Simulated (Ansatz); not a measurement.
Reaction (atomization): `CN[SiH](F)S` → C• + F• + 6 H• + N• + S• + Si•

Isolated molecules relaxed with PBE0-D4/def2-TZVP in Ansatz; ΔE leaves out vibrations. CBS: MP2 limit from def2 TZ/QZ plus the TZ coupled-cluster correction, frozen cores. This one scheme is used for every species, atoms too. For atomizations the MP2-based limit and the directly extrapolated one differ by several kJ/mol either way, and by 10 to 25 for some Ge, Se and Sn compounds, so smaller differences from it don't rank the levels. DFT in def2-TZVPP. B3LYP here is the variant with VWN-RPA as its local correlation; programs differ in this. HSE06 is defined as in plane-wave codes. No spin–orbit coupling; open shells (•) take unrestricted orbitals. Spin–orbit coupling would lower the free atoms: a little for C, F, S, Si. Each species was taken in one conformer, which may not be the lowest.

| level | ΔE (eV) | difference from CCSD(T)/CBS |
| --- | --- | --- |
| LDA (SPW92) | 47.04 | 5.70 |
| PBE-D4 | 41.80 | 0.46 |
| BLYP-D4 | 41.13 | -0.21 |
| r2SCAN-D4 | 41.23 | -0.11 |
| B97M-V | 41.39 | 0.05 |
| PBE0-D4 | 41.11 | -0.23 |
| r2SCANh-D4 | 40.97 | -0.37 |
| HSE06-D4 | 41.14 | -0.20 |
| BHLYP-D4 | 40.11 | -1.23 |
| CAM-B3LYP-D4 | 41.44 | 0.10 |
| ωB97X-V | 41.50 | 0.16 |
| ωB97M-V | 41.48 | 0.14 |
| B2PLYP | 40.75 | -0.59 |
| PBE-QIDH | 40.83 | -0.51 |
| PBE | 41.54 | 0.20 |
| revPBE | 40.05 | -1.29 |
| BLYP | 40.57 | -0.77 |
| r2SCAN | 41.16 | -0.18 |
| PBE0 | 40.89 | -0.45 |
| B3LYP | 40.81 | -0.53 |
| r2SCANh | 40.91 | -0.43 |
| r2SCAN0 | 40.54 | -0.80 |
| HSE06 | 40.93 | -0.41 |
| BHLYP | 39.79 | -1.55 |
| CAM-B3LYP | 41.22 | -0.12 |
| LC-ωPBE | 40.97 | -0.37 |
| HF/def2-SVP | 29.43 | -11.91 |
| MP2/def2-SVP | 38.64 | -2.70 |
| CCSD/def2-SVP | 37.84 | -3.50 |
| HF/def2-TZVPP | 29.75 | -11.59 |
| MP2/def2-TZVPP | 40.71 | -0.63 |
| SCS-MP2/def2-TZVPP | 40.64 | -0.70 |
| CCSD/def2-TZVPP | 39.50 | -1.84 |
| CCSD(T)/def2-TZVPP | 40.08 | -1.26 |
| HF/def2-QZVPP | 29.84 | -11.50 |
| MP2/def2-QZVPP | 41.47 | 0.13 |
| SCS-MP2/def2-QZVPP | 41.49 | 0.15 |
| HF/CBS(def2) | 29.86 | -11.48 |
| MP2/CBS(def2) | 41.97 | 0.63 |
| CCSD/CBS(def2) | 40.76 | -0.58 |
| CCSD(T)/CBS | 41.34 | 0 |

Largest T1 diagnostic among the species: 0.012.

From PBE to PBE0 (25 % exact exchange), in def2-TZVPP and without D4, ΔE moves by −0.65 eV: exact exchange takes away binding that semilocal exchange gives to molecules. Leaving LDA and LC-ωPBE aside and taking each functional with its dispersion term where it has one, the values spread over 1.69 eV, from BHLYP-D4 to PBE-D4. LDA lies +5.50 eV from PBE without D4, its usual overbinding. At CCSD(T), def2-SVP lies −3.13 eV from the extrapolated value and def2-TZVPP −1.26 eV: correlation converges slowly with the basis, and small sets miss more of it in the bonded molecule than in its fragments.
